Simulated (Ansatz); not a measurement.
Mulliken charges of H₄MoN₂S₂, SMILES `[NH2][Mo]([NH2])(=[S])=[S]` from ωB97M-V/def2-TZVPP in Ansatz (PBE0-D4/def2-TZVP geometry).

```tsv
atom	x (Å)	y (Å)	z (Å)	charge (e)
N1	-1.188	1.022	-0.496	-0.435
Mo2	0.373	-0.092	-0.477	0.820
N3	0.632	-0.895	1.245	-0.435
S4	0.085	-1.637	-1.877	-0.276
S5	2.042	1.124	-0.883	-0.276
H6	-2.108	0.695	-0.746	0.150
H7	-1.178	2.006	-0.275	0.150
H8	1.180	-0.479	1.982	0.150
H9	0.251	-1.791	1.510	0.150
```

By hand: the dipole of these point charges (1 e Å = 4.8032 D).

Σ q r = (-0.318, 0.076, 0.415) e Å, of length 0.528 e Å = 2.54 D.

How does the dipole of the full density compare? (Best estimate.)

Ansatz gave: (-0.451, 0.108, 0.590) e Å, 3.60 D; the point charges give 0.71 times that, at 0° from its direction.

Point charges leave out the atoms' own dipoles, such as those of lone pairs, and Mulliken's split depends on the basis, so the two needn't agree.
